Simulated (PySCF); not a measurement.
Start geometry of `[SiH2](C#[C][GeH3])Cl` from a GFN2-xTB structure with every atom displaced at random (by about 0.01 Å) (Å):
```
atom  x, y, z in Å
Cl1    3.1032    1.7409   -0.5501
Si2    2.4550   -0.0604    0.0600
C3     0.5900   -0.0750    0.0255
C4    -0.5678   -0.0608    0.0060
Ge5   -2.4979   -0.0655   -0.0382
H6     2.9599   -1.0577   -0.8711
H7     2.9295   -0.2721    1.4322
H8    -2.9583   -1.4642   -0.1010
H9    -2.9586    0.7022   -1.2072
H10   -3.0045    0.5917    1.2229
```

**Question.** What comes out of this run: PBE0-D3(BJ)/def2-SVP geometry optimisation, gas phase in PySCF?

**Answer.** 
```
atom  x, y, z in Å
Cl1    6.0026    2.7877    0.2091
Si2    5.3174    0.9391    0.8243
C3     3.4926    0.9616    0.8712
C4     2.2694    0.9897    0.9002
Ge5    0.3653    1.0600    0.9412
H6     5.7855   -0.0852   -0.1458
H7     5.8535    0.6658    2.1835
H8    -0.1738   -0.3753    0.8746
H9    -0.1127    1.8721   -0.2698
H10   -0.0667    1.7363    2.2490
```

The energy falls by 9.1 kcal/mol over 8 energy and gradient evaluations, the largest force component goes from 0.1693 to 3.8e-04 Eh/bohr, and the atoms move by 0.043 Å rms after alignment. The bond that changes most is C3≡C4 (both ends alkyne carbon), which lengthens by 0.066 Å. Bonds longer at the end by more than 0.005 Å: 7 of 9; shorter: 2. Rotational constants go from 7590, 473.7, 450.6 to 7178, 470.0, 445.9 MHz. The orientation of the end geometry is arbitrary; only internal coordinates are fixed.

The run used 121 basis functions and 51 SCF cycles in all. Time: 47 s wall; peak memory 0.49 GiB. Hardware: one thread of an Arm Neoverse V2, shared host with 48 logical CPUs at a one-minute load of 35.

No PBE0-D3(BJ)/def2-SVP frequencies stand behind this structure, so it isn't proved a minimum.
